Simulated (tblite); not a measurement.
**Question.** Give a GFN2-xTB geometry of `Cc1cc(Cl)ccp1`.

**Answer.** 
Z-matrix in Å and degrees, rows numbered from 1:
```
C 
C   1  1.5020
C   2  1.3824  1  118.56
C   3  1.3852  2  123.81  1   179.96
Cl  4  1.7340  3  118.15  2  -179.96
C   4  1.3864  3  123.62  2     0.03
C   6  1.3769  4  122.17  3     0.00
P   7  1.7337  6  126.06  4    -0.02
H   1  1.0897  2  110.50  3    59.58
H   1  1.0897  2  110.49  3   -59.57
H   1  1.0880  2  110.76  3  -179.99
H   3  1.0824  2  118.23  1    -0.00
H   6  1.0810  4  118.46  3  -179.96
H   7  1.0830  6  117.84  4   180.00
```

The 5 C–C bonds span 1.377 Å (C6–C7, aromatic) to 1.502 Å (C1–C2, drawn single), a spread of 0.125 Å. The 8 heavy atoms lie in one plane (0.000 Å rms). The 6-membered ring C2–C3–C4–C6–C7–P8 has internal angles of 100.4° to 126.1° (sum 720°, against 720° for a flat polygon); it is planar, 0.00 Å rms from its mean plane, widest ring torsion 0°.

Structure optimised with GFN2-xTB, isolated species.

Point group: Cs (tolerance 0.08 Å). Its GFN2-xTB frequencies are all real (lowest 67 cm⁻¹).

These are computed values.
